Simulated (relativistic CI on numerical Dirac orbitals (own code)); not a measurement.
Method of calculation: Dirac-Coulomb-Breit CI, KLI orbitals optimised for each configuration, QED by a radiative potential, unscaled Slater integrals (own radial code, finite nucleus).

The strongest absorption lines from the ground level of an ion, among the configurations computed and to levels below about 3620 eV (vacuum wavelength in nm, gf): 0.37395 (0.34), 0.37462 (0.48), 0.37560 (0.31), 0.38244 (0.86), 0.38273 (1.4), 0.38281 (1.2), 0.38390 (1.4), 0.39938 (1.7).

Task: Which ion is it?
A. Ru³⁵⁺
B. Sr³¹⁺
C. Sn⁴³⁺
D. Ru³⁷⁺

Result: D. Ru³⁷⁺ has 7 electrons and the ground level 2s2 2p3 2P°_3/2; the strongest line goes to 2s2 2p2 3d 2D_5/2. The pattern of lines fixes the number of electrons, and along that sequence the line energies rise steadily with the charge (about as its square where n changes within one kind of shell, about linearly where n is kept but much faster in heavy ions where fine structure, which grows about as Z⁴, sets the gap, and irregularly where shells cross), which fixes Z. Configurations outside the model, such as inner-shell arrays, can give stronger lines. At this charge energies of transitions that change n are usually good to better than 1 %, and those within a shell (Δn = 0) to a few per cent.

LS names give the leading component of a level, which can be under half, so a name can repeat, a term be missing and a line seem to break the LS rules.
